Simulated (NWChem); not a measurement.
Total energies of SSn

```
Sn
S 1 2.2226
```
Charge 0, spin multiplicity 1.

The numbers come from NWChem runs, not from measurements. All single points use one geometry, from PBE0/def2-SVP with def2 effective core potentials on Sn, a minimum by its harmonic frequencies.

Basis set: def2-SVP (44 functions).

```
method       total energy (Ha)
-----------  -----------------
RHF                 -610.79090
MP2                 -611.00628
B2PLYP              -611.99544
PBE                 -612.23746
B3LYP               -612.49591
LDA (SVWN5)         -610.71445
CCSD(T)             -611.03725
```

Total energies of different functionals aren't comparable as a measure of quality: only differences taken within one method are. 

Effective core potentials replace the inner electrons of Sn; spin-orbit coupling is left out. The correlated methods keep 9 core orbitals frozen. B3LYP has NWChem's definition, with VWN1-RPA local correlation. The structure started from a generated list of species. Coupled-cluster values serve here as a point of comparison, not as the truth.
